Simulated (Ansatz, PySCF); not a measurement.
Complex: N2 (SMILES N#N) (first 2 atoms) with HI (SMILES I); geometry from B3LYP-D3(BJ)/def2-TZVP.
(charge 0, multiplicity 1):
```xyz
4

N      0.10168     0.11003    -1.00507
N      0.21014     0.11947     0.08007
I      0.50589     0.15915     4.28940
H      0.42143     0.14292     2.67653
```

Monomers are frozen at their geometry in the pair; levels with a basis set take the counterpoise correction.

Correlated levels freeze the cores. Filled d and f shells under p-block atoms count as core. CBS: X⁻³ extrapolation of the correlation energy, Hartree–Fock from the larger set.

The values were computed with Ansatz (Gaussian orbitals); PySCF for the dispersion terms. Values without a source in brackets are computed. In def2 rows elements past Kr take small-core potentials, without spin–orbit coupling.

PBE/def2-TZVPPD gives -26.0 meV for the interaction energy.

**Question.** How do the other levels lie against it? Give each less PBE: PBE-D3(BJ)/def2-TZVPPD, r2SCAN/def2-TZVPPD, B3LYP/def2-TZVPPD, wB97M-V/def2-TZVPPD, B2PLYP/def2-TZVPPD, MP2/CBS(def2-TZVPPD, def2-QZVPPD), CCSD(T)/CBS(def2-TZVPPD, def2-QZVPPD).

**Answer.** PBE-D3(BJ)/def2-TZVPPD -18.1; r2SCAN/def2-TZVPPD 11.7; B3LYP/def2-TZVPPD 20.4; wB97M-V/def2-TZVPPD -0.9; B2PLYP/def2-TZVPPD 6.4; MP2/CBS(def2-TZVPPD, def2-QZVPPD) -16.9; CCSD(T)/CBS(def2-TZVPPD, def2-QZVPPD) -8.1 meV. 3 of 7 lie above PBE; the widest gap is to B3LYP/def2-TZVPPD.

Ansatz is a program for electronic structure.
